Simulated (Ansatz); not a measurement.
Start from `BC([SiH3])OC` and change one atom or group to get `BC[SiH3]`.

Ansatz, PBE0-D4/def2-TZVP geometries, multiplicity 1. Each molecule was computed in one conformer, which needn't be the lowest.

```json
{"property": "HOMO energy (ωB97M-V/def2-TZVPP) / eV", "`BC([SiH3])OC`": "-9.35"}
{"property": "LUMO energy (PBE0/def2-TZVPP) / eV", "`BC([SiH3])OC`": "-1.02"}
{"property": "HOMO energy (PBE/def2-TZVPP) / eV", "`BC([SiH3])OC`": "-5.82"}
{"property": "HOMO energy (B3LYP/def2-TZVPP) / eV", "`BC([SiH3])OC`": "-6.89"}
{"property": "HOMO–LUMO gap (PBE0/def2-TZVPP) / eV", "`BC([SiH3])OC`": "6.10"}
{"property": "HOMO–LUMO gap (ωB97M-V/def2-TZVPP) / eV", "`BC([SiH3])OC`": "10.21"}
```

Task: Give the same properties after the change, and the shifts. (Estimate.)

Result: Ansatz gave: 
| property | `BC[SiH3]` | shift |
| --- | --- | --- |
| HOMO energy (ωB97M-V/def2-TZVPP) / eV | -11.29 | -1.94 |
| LUMO energy (PBE0/def2-TZVPP) / eV | -1.37 | -0.35 |
| HOMO energy (PBE/def2-TZVPP) / eV | -7.67 | -1.85 |
| HOMO energy (B3LYP/def2-TZVPP) / eV | -8.82 | -1.93 |
| HOMO–LUMO gap (PBE0/def2-TZVPP) / eV | 7.68 | 1.58 |
| HOMO–LUMO gap (ωB97M-V/def2-TZVPP) / eV | 11.81 | 1.60 |

With PBE0 the HOMO falls by 1.93 eV and the LUMO falls by 0.35 eV, so the gap widens by about 1.58 eV. PBE moves the HOMO by -1.85 eV and ωB97M-V by -1.94 eV.

B3LYP here is the variant with VWN-RPA as its local correlation; programs differ in this.
